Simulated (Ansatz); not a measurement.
Ansatz (a first-principles code) input file for C₉H₉N₃, SMILES Cn1cccc1-c1ncccn1, B3LYP-D3(BJ)/def2-SVP. 

Ansatz 0.2 input:
```yaml
crystal:
  periodic: [false, false, false]
  atoms:
    - {symbol: C, position_ang: [-1.65137944, -1.20035579, -1.48978507]}
    - {symbol: N, position_ang: [-1.76992566, -0.16347276, -0.50543687]}
    - {symbol: C, position_ang: [-2.92560725, 0.43315695, -0.15191303]}
    - {symbol: C, position_ang: [-2.67503704, 1.37941636, 0.81771679]}
    - {symbol: C, position_ang: [-1.30296992, 1.35319948, 1.06157608]}
    - {symbol: C, position_ang: [-0.75166764, 0.38619989, 0.22910803]}
    - {symbol: C, position_ang: [0.63339851, 0.01717308, 0.14103644]}
    - {symbol: N, position_ang: [1.00973503, -0.93728215, -0.71847611]}
    - {symbol: C, position_ang: [2.29255635, -1.24141224, -0.76385307]}
    - {symbol: C, position_ang: [3.23845609, -0.61608045, 0.03378836]}
    - {symbol: C, position_ang: [2.74703113, 0.36094567, 0.89303151]}
    - {symbol: N, position_ang: [1.47229996, 0.67736018, 0.95177257]}
    - {symbol: H, position_ang: [-2.63887454, -1.42281935, -1.89238108]}
    - {symbol: H, position_ang: [-0.99020325, -0.88554529, -2.29791000]}
    - {symbol: H, position_ang: [-1.22681942, -2.10119462, -1.04544622]}
    - {symbol: H, position_ang: [-3.85659983, 0.15316383, -0.60702609]}
    - {symbol: H, position_ang: [-3.40193275, 2.01069420, 1.28908446]}
    - {symbol: H, position_ang: [-0.74777431, 1.95256929, 1.75364343]}
    - {symbol: H, position_ang: [2.56416973, -2.01775745, -1.47001836]}
    - {symbol: H, position_ang: [4.28433601, -0.87006663, -0.00914342]}
    - {symbol: H, position_ang: [3.40024819, 0.91126177, 1.55994354]}
basis:
  gaussian:
    orbitals: def2-SVP
hamiltonian:
  xc: b3lyp
  dispersion: d3bj
relax: {f_tol: 0.002, max_steps: 200}
```

It prints:

```
Functional definition: B3LYP
integrals: 0.39 GiB planned
2494 factors; integrals over basis functions are off by at most 3.2e-4 eV
mean field: 1.48 GiB planned
mean field evaluation 1: about -13926.6007 eV, gradient 6.9e1 eV
mean field evaluation 2: about -13924.8347 eV, gradient 7.6e1 eV
mean field evaluation 4: about -13938.8166 eV, gradient 5.3e0 eV
mean field evaluation 8: about -13938.9853 eV, gradient 6.9e-1 eV
mean field evaluation 16: about -13938.9863 eV, gradient 1.6e-4 eV
mean field -13938.98634060 eV, -512.2482998328 hartree, gradient 2.2e-5 eV, S^2 0.000000; 0 other end points of the search recorded, 0 dependent functions left out
the calculation of the forces begins
reference -13938.98664946 eV, -512.2483111831 hartree; 42, 42 occupied and 171, 171 virtual orbitals, 2494 factors
relax step   1: F+E_penalty+E_count = -13940.09100563 eV  Δ(F+E_penalty+E_count) = +0.000e0 eV  max|allowed force component| = 6.242e-1 eV/Å  Δτ_max = 0.0000 Å  (31 SCF iters, accepted)
these checks for a lower state are left out or cut short: starts, cluster_reference, orbital_swaps, neighbouring_geometries, increment
integrals: 0.39 GiB planned
2494 factors; integrals over basis functions are off by at most 3.4e-4 eV
mean field: 1.48 GiB planned
mean field -13939.09011883 eV, -512.2521136125 hartree, gradient 2.7e-5 eV, S^2 0.000000; 0 other end points of the search recorded, 0 dependent functions left out
the calculation of the forces begins
reference -13939.09043063 eV, -512.2521250707 hartree; 42, 42 occupied and 171, 171 virtual orbitals, 2494 factors
relax step   2: F+E_penalty+E_count = -13940.18865443 eV  Δ(F+E_penalty+E_count) = -9.765e-2 eV  max|allowed force component| = 2.487e-1 eV/Å  Δτ_max = 0.0783 Å  (32 SCF iters, accepted)
these checks for a lower state are left out or cut short: starts, cluster_reference, orbital_swaps, neighbouring_geometries, increment
integrals: 0.39 GiB planned
2494 factors; integrals over basis functions are off by at most 3.5e-4 eV
mean field: 1.48 GiB planned
mean field evaluation 32: about -13939.0986 eV, gradient 1.2e-5 eV
mean field -13939.09857102 eV, -512.2524242247 hartree, gradient 1.2e-5 eV, S^2 0.000000; 0 other end points of the search recorded, 0 dependent functions left out
the calculation of the forces begins
reference -13939.09888369 eV, -512.2524357152 hartree; 42, 42 occupied and 171, 171 virtual orbitals, 2494 factors
relax step   3: F+E_penalty+E_count = -13940.19627729 eV  Δ(F+E_penalty+E_count) = -7.623e-3 eV  max|allowed force component| = 6.523e-2 eV/Å  Δτ_max = 0.0139 Å  (35 SCF iters, accepted)
these checks for a lower state are left out or cut short: starts, cluster_reference, orbital_swaps, neighbouring_geometries, increment
integrals: 0.39 GiB planned
2494 factors; integrals over basis functions are off by at most 3.5e-4 eV
mean field: 1.48 GiB planned
mean field -13939.09894423 eV, -512.2524379397 hartree, gradient 1.2e-5 eV, S^2 0.000000; 0 other end points of the search recorded, 0 dependent functions left out
the calculation of the forces begins
reference -13939.09925685 eV, -512.2524494285 hartree; 42, 42 occupied and 171, 171 virtual orbitals, 2494 factors
relax step   4: F+E_penalty+E_count = -13940.19662656 eV  Δ(F+E_penalty+E_count) = -3.493e-4 eV  max|allowed force component| = 2.148e-2 eV/Å  Δτ_max = 0.0042 Å  (27 SCF iters, accepted)
these checks for a lower state are left out or cut short: starts, cluster_reference, orbital_swaps, neighbouring_geometries, increment
integrals: 0.39 GiB planned
2494 factors; integrals over basis functions are off by at most 3.5e-4 eV
mean field: 1.48 GiB planned
mean field -13939.09893479 eV, -512.2524375930 hartree, gradient 1.4e-5 eV, S^2 0.000000; 0 other end points of the search recorded, 0 dependent functions left out
the calculation of the forces begins
reference -13939.09924733 eV, -512.2524490786 hartree; 42, 42 occupied and 171, 171 virtual orbitals, 2494 factors
relax step   5: F+E_penalty+E_count = -13940.19667653 eV  Δ(F+E_penalty+E_count) = -4.997e-5 eV  max|allowed force component| = 8.347e-3 eV/Å  Δτ_max = 0.0035 Å  (25 SCF iters, accepted)
these checks for a lower state are left out or cut short: starts, cluster_reference, orbital_swaps, neighbouring_geometries, increment
integrals: 0.39 GiB planned
2494 factors; integrals over basis functions are off by at most 3.5e-4 eV
mean field: 1.48 GiB planned
mean field -13939.09893179 eV, -512.2524374825 hartree, gradient 4.1e-5 eV, S^2 0.000000; 0 other end points of the search recorded, 0 dependent functions left out
the calculation of the forces begins
reference -13939.09924431 eV, -512.2524489677 hartree; 42, 42 occupied and 171, 171 virtual orbitals, 2494 factors
relax step   6: F+E_penalty+E_count = -13940.19668935 eV  Δ(F+E_penalty+E_count) = -1.282e-5 eV  max|allowed force component| = 6.363e-4 eV/Å  Δτ_max = 0.0012 Å  (23 SCF iters, accepted)
integrals: 0.39 GiB planned
2494 factors; integrals over basis functions are off by at most 3.5e-4 eV
mean field: 1.48 GiB planned
mean field evaluation 64: about -13939.0989 eV, gradient 2.1e-3 eV
mean field -13939.09893179 eV, -512.2524374825 hartree, gradient 4.1e-5 eV, S^2 0.000000; 1 other end points of the search recorded, 0 dependent functions left out
the calculation of the forces begins
reference -13939.09924431 eV, -512.2524489677 hartree; 42, 42 occupied and 171, 171 virtual orbitals, 2494 factors
Total energy: -13940.19700188 eV, -512.2927908140 hartree
Atom 0 at    -1.700625    -1.215924    -1.515893 Å, force     0.000610    -0.000534    -0.000157 eV/Å
Atom 1 at    -1.782327    -0.167689    -0.512003 Å, force    -0.000307    -0.000364     0.000145 eV/Å
Atom 2 at    -2.953885     0.437609    -0.152215 Å, force     0.000188     0.000497     0.000221 eV/Å
Atom 3 at    -2.697488     1.390607     0.825488 Å, force     0.000245     0.000007     0.000252 eV/Å
Atom 4 at    -1.308422     1.360376     1.068204 Å, force    -0.000290    -0.000014    -0.000078 eV/Å
Atom 5 at    -0.749284     0.389518     0.232675 Å, force    -0.000266     0.000127     0.000425 eV/Å
Atom 6 at     0.654577     0.020262     0.148011 Å, force     0.000415     0.000424     0.000146 eV/Å
Atom 7 at     1.037505    -0.940884    -0.714817 Å, force     0.000636    -0.000399    -0.000320 eV/Å
Atom 8 at     2.332962    -1.245365    -0.757877 Å, force    -0.000400    -0.000032    -0.000091 eV/Å
Atom 9 at     3.279372    -0.611772     0.046038 Å, force     0.000390     0.000269     0.000111 eV/Å
Atom 10 at     2.781749     0.372524     0.908958 Å, force    -0.000428    -0.000348    -0.000084 eV/Å
Atom 11 at     1.496197     0.689802     0.966481 Å, force    -0.000512     0.000445    -0.000150 eV/Å
Atom 12 at    -2.714822    -1.403119    -1.894300 Å, force    -0.000010     0.000150    -0.000244 eV/Å
Atom 13 at    -1.046361    -0.918674    -2.345586 Å, force    -0.000104    -0.000236     0.000294 eV/Å
Atom 14 at    -1.289544    -2.140146    -1.089764 Å, force    -0.000134     0.000124    -0.000348 eV/Å
Atom 15 at    -3.890585     0.143577    -0.621553 Å, force     0.000202     0.000056    -0.000319 eV/Å
Atom 16 at    -3.437236     2.029752     1.302549 Å, force    -0.000113    -0.000050     0.000338 eV/Å
Atom 17 at    -0.732441     1.961452     1.766154 Å, force     0.000106     0.000093    -0.000131 eV/Å
Atom 18 at     2.629626    -2.029601    -1.465105 Å, force    -0.000212    -0.000129     0.000130 eV/Å
Atom 19 at     4.339335    -0.865907     0.005887 Å, force     0.000005    -0.000097    -0.000087 eV/Å
Atom 20 at     3.455137     0.922754     1.577981 Å, force    -0.000021     0.000011    -0.000052 eV/Å
Dipole moment:     0.152648    -0.321118    -0.282662 e Å
```

The run converged.
